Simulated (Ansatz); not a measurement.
Dimethylphenylsulfonium 2,4-difluorobenzenesulfonate (C14H14F2O3S2) was relaxed with PBE-D4 (def2-SVP) in Ansatz in these states: charge -1 doublet, neutral singlet. The geometries follow in no particular order.

A:

Cartesian coordinates in Å:
```
C 0.848 0.344 -2.313
S 1.352 0.683 -0.521
C -0.311 1.349 -0.038
C 2.431 2.026 -0.514
C 3.722 1.842 0.092
C 4.666 2.856 0.070
C 4.390 4.110 -0.563
C 3.127 4.290 -1.170
C 2.154 3.291 -1.161
H 1.648 -0.290 -2.736
H -0.125 -0.185 -2.291
H 0.791 1.315 -2.838
H -1.061 0.579 -0.314
H -0.274 1.511 1.054
H -0.489 2.302 -0.571
H 3.947 0.879 0.579
H 5.643 2.689 0.553
H 5.144 4.911 -0.580
H 2.895 5.250 -1.664
H 1.178 3.470 -1.639
O -0.028 -1.937 -0.238
S -1.371 -2.225 -0.840
O -1.437 -3.418 -1.734
O -2.055 -0.995 -1.391
C -2.414 -2.695 0.594
C -3.070 -3.934 0.585
C -3.870 -4.352 1.660
C -4.000 -3.500 2.762
F -4.765 -3.880 3.813
C -3.359 -2.257 2.813
C -2.568 -1.874 1.722
F -1.961 -0.677 1.785
H -2.921 -4.558 -0.309
H -4.388 -5.322 1.659
H -3.468 -1.598 3.685
```

B:

Cartesian coordinates in Å:
```
C 0.6339 2.5198 -0.9958
S -0.2317 1.2881 0.0210
C -1.9272 1.9312 0.0085
C 0.3572 1.7695 1.6704
C 1.2437 0.8309 2.2264
C 1.7944 1.0781 3.4932
C 1.4508 2.2450 4.1931
C 0.5596 3.1740 3.6287
C 0.0094 2.9429 2.3594
H 1.6561 2.1142 -1.1070
H 0.1295 2.4844 -1.9778
H 0.6046 3.5124 -0.5092
H -2.3099 1.6188 -0.9813
H -2.4761 1.4122 0.8160
H -1.9701 3.0286 0.1374
H 1.4919 -0.0779 1.6550
H 2.4922 0.3513 3.9354
H 1.8794 2.4349 5.1887
H 0.2909 4.0872 4.1810
H -0.6840 3.6764 1.9210
O 1.5489 -0.2839 -1.4379
S 0.4776 -0.5478 -2.4647
O 0.9248 -0.5784 -3.8772
O -0.7503 0.3355 -2.2354
C -0.1177 -2.2256 -2.1061
C -0.0995 -3.1840 -3.1303
C -0.5479 -4.4937 -2.9101
C -1.0197 -4.8325 -1.6366
F -1.4563 -6.0834 -1.4012
C -1.0516 -3.9033 -0.5884
C -0.5961 -2.6061 -0.8423
F -0.6305 -1.7202 0.1754
H 0.2832 -2.8616 -4.1103
H -0.5372 -5.2522 -3.7052
H -1.4225 -4.1849 0.4063
```

Judge from the bond lengths which geometry belongs to which state (an estimate).

A is the charge -1 doublet (S2–C4 1.722 Å, C1–S2 1.892 Å, C4–C9 1.448 Å); B is the neutral singlet (S2–C4 1.816 Å, C1–S2 1.817 Å, C4–C9 1.404 Å).

At PBE-D4/def2-SVP the highest occupied level of the relaxed charge -1 doublet lies above zero (up to 1.00 eV). By energy differences its removal costs 1.07 eV (each at its own geometry, to the charge 0 singlet, at PBE0-D4/def2-TZVP).
